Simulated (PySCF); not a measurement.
Electron correlation in Yb (ytterbium, neutral)

[Xe] 4f14 6s2, closed-shell 1S. All numbers are calculated (PySCF 2.14, the spin-free X2C one-electron Hamiltonian (Gaussian nucleus), in x2c-TZVPPall (11s7p7d4f2g, 113 functions)). Frozen: [Ar] 3d10; 42 electrons correlated.

MP2 pair energies summed by pair of shells (mhartree):

| pair | energy | share (%) |
| --- | --- | --- |
| 4f-4f | -724.09 | 37.8 |
| 4d-4f | -333.98 | 17.4 |
| 4f-5p | -277.71 | 14.5 |
| 5p-5p | -120.80 | 6.3 |
| 4d-4d | -94.65 | 4.9 |
| 4f-5s | -61.96 | 3.2 |
| 4p-4f | -52.63 | 2.7 |
| 4d-5p | -31.25 | 1.6 |
| 5s-5p | -30.23 | 1.6 |
| 4p-4d | -29.84 | 1.6 |
| 5p-6s | -29.79 | 1.6 |
| 4s-4f | -21.25 | 1.1 |
| 4f-6s | -20.63 | 1.1 |
| 4d-5s | -19.34 | 1.0 |
| 6s-6s | -17.43 | 0.9 |
| 4s-4d | -16.65 | 0.9 |
| 4p-4p | -8.37 | 0.4 |
| 5s-5s | -5.97 | 0.3 |
| 4p-5p | -5.92 | 0.3 |
| 4s-4p | -3.39 | 0.2 |
| 4p-5s | -3.11 | 0.2 |
| 5s-6s | -1.37 | 0.1 |
| 4d-6s | -1.26 | 0.1 |
| 4s-4s | -1.24 | 0.1 |
| 4s-5p | -0.64 | 0.0 |
| 4s-5s | -0.59 | 0.0 |
| 4p-6s | -0.22 | 0.0 |
| 4s-6s | -0.03 | 0.0 |

Total MP2 correlation energy: -1914.3 mhartree.

Same-spin part -737.48 and opposite-spin part -1176.8 mhartree; SCS-MP2 scales them by 1/3 and 6/5 to -1658.0 mhartree.

This basis was not built for core-valence correlation, so the inner-shell part is incomplete.
